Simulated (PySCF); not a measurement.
**Orbital energies and ionisation energy**

TMS-CH2F, C4H11FSi.
Cartesian coordinates in Å at the PBE0-D3(BJ)/def2-SVP level; atoms count from 1:
```xyz
17
C4H11FSi angstrom
C     -0.6570   -1.8046    0.2106
Si    -0.0163   -0.0517   -0.0288
C     -1.1622    0.9493   -1.1289
C      1.7223   -0.0523   -0.7375
C      0.0622    0.8291    1.6597
F      0.5553    2.1136    1.4632
H     -0.7162   -2.3234   -0.7598
H      0.0073   -2.3934    0.8627
H     -1.6654   -1.8120    0.6537
H     -0.8291    1.9986   -1.1565
H     -1.1696    0.5654   -2.1612
H     -2.1976    0.9334   -0.7533
H      2.1132    0.9768   -0.7648
H      1.7410   -0.4535   -1.7631
H      2.4077   -0.6576   -0.1233
H     -0.9329    0.9033    2.1353
H      0.7235    0.3029    2.3722
```

Level: wB97X-D/def2-SVPD (PySCF). Frontier orbitals with their largest atomic shares (Löwdin; up to four atoms above 4 %):

| orbital | ε (eV) | main atoms |
| --- | --- | --- |
| HOMO−3 | -11.70 | F6 47 %, C5 23 %, H16 10 %, H17 10 % |
| HOMO−2 | -10.58 | C1 34 %, Si2 21 %, C4 12 %, C3 11 % |
| HOMO−1 | -10.43 | C3 26 %, C4 26 %, Si2 20 %, H15 4 % |
| HOMO | -9.95 | ? |
| LUMO | 2.08 | Si2 19 %, C1 13 %, C3 7 %, C4 7 % |
| LUMO+1 | 2.67 | F6 14 %, C1 13 %, C5 10 %, H16 7 % |
| LUMO+2 | 3.08 | C5 22 %, H17 15 %, H16 13 %, F6 8 % |

Problem. What vertical ionisation energy does ΔSCF give, and how far is −ε(HOMO) from it?

Solution. ΔSCF: 10.25 eV (989 kJ/mol; threshold wavelength 121 nm); ⟨S²⟩ of the doublet left behind is 0.754, against 0.75 for a pure doublet. −ε(HOMO) is 9.95 eV, 0.30 eV below it. For the exact functional −ε(HOMO) would equal the first vertical ionisation energy; wB97X-D (range-separated hybrid) falls short of its own ΔSCF value by 3 %.

Problem. On which atoms does the HOMO lie?

Solution. C5 (sp3 C–F carbon) 32 %, F6 (alkyl fluorine) 22 %, Si2 (four-coordinate silicon) 17 %, C1 (Si-methyl carbon) 5 %, so no atom holds as much as 40 %. The HOMO−1 lies 0.48 eV lower.

Problem. What kinetic energy would electrons from this vertical process carry with 118.2 nm light (10.49 eV)?

Solution. 10.49 − 10.25 = 0.24 eV.

Problem. With α = 76.1 au, estimate the like-pair dispersion coefficient by London's formula C6 = (3/4)α²I.

Solution. I = 0.3766 Eh, so C6 ≈ 1640 au, a rough estimate.

Problem. Shift the occupied levels rigidly so that −ε(HOMO) equals the ΔSCF value. What binding energies result?

Solution. The shift is +0.30 eV: HOMO 10.25, HOMO−1 10.73, HOMO−2 10.88, HOMO−3 12.00 eV. A rigid shift is only a rough guide to the deeper ionisations.

Isolated species at its PBE0-D3(BJ)/def2-SVP geometry, gas phase.

These values come from a run that also computed excited states and ΔSCF ions. The run took 1.9 min (grids of density and orbitals included) on an x86-64 server with one thread, no GPU, on a shared host.

Note: wB97X-D ran without an empirical dispersion term, which enters the total energy and its gradient alone.
